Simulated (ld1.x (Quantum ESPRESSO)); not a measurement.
An all-electron radial function and its pseudo partner (chromium)

Columns: radius, all-electron u(r) and pseudo u(r) of the 4s shell (level -10.19 eV) of chromium in the configuration [Ar] 3d5 4s0 4p0; LDA (PZ), scalar-relativistic, TM scheme, ld1.x (Quantum ESPRESSO) 7.5.

| r (bohr) | all-electron | pseudo |
| --- | --- | --- |
| 0.138 | -0.1271 | -0.0321 |
| 0.275 | -0.1169 | -0.0629 |
| 0.413 | 0.0972 | -0.0918 |
| 0.550 | 0.2499 | -0.1178 |
| 0.688 | 0.2889 | -0.1413 |
| 0.825 | 0.2394 | -0.1633 |
| 0.963 | 0.1386 | -0.1863 |
| 1.100 | 0.0175 | -0.2133 |
| 1.238 | -0.1070 | -0.2485 |
| 1.375 | -0.2226 | -0.2944 |
| 1.513 | -0.3255 | -0.3526 |
| 1.650 | -0.4122 | -0.4184 |
| 1.788 | -0.4836 | -0.4840 |
| 1.925 | -0.5392 | -0.5392 |
| 2.062 | -0.5810 | -0.5810 |
| 2.200 | -0.6105 | -0.6105 |
| 2.338 | -0.6290 | -0.6290 |
| 2.475 | -0.6379 | -0.6379 |
| 2.613 | -0.6388 | -0.6388 |
| 2.750 | -0.6330 | -0.6330 |
| 2.888 | -0.6217 | -0.6217 |
| 3.025 | -0.6060 | -0.6060 |
| 3.162 | -0.5868 | -0.5868 |
| 3.300 | -0.5647 | -0.5647 |
| 3.438 | -0.5407 | -0.5407 |
| 3.575 | -0.5156 | -0.5156 |

(1) How many radial nodes do the two functions have?

(2) At about which radius was the pseudo-wave matched?

(3) Is the pseudo-wave norm-conserving?

## Answers

(1) The all-electron 4s function has n − l − 1 = 3 (the table is too coarse to show those close to the nucleus); the pseudo-wave has 0, since the states of the same l below it are removed with the core.

(2) 1.95 bohr. The columns agree to 0.0005 from 1.79 bohr on; several derivatives are matched, so the curves merge somewhat inside the radius.

(3) Yes: the TM scheme keeps the norm inside the radius equal to the all-electron one, which fixes the energy derivative of the logarithmic derivative at the level.
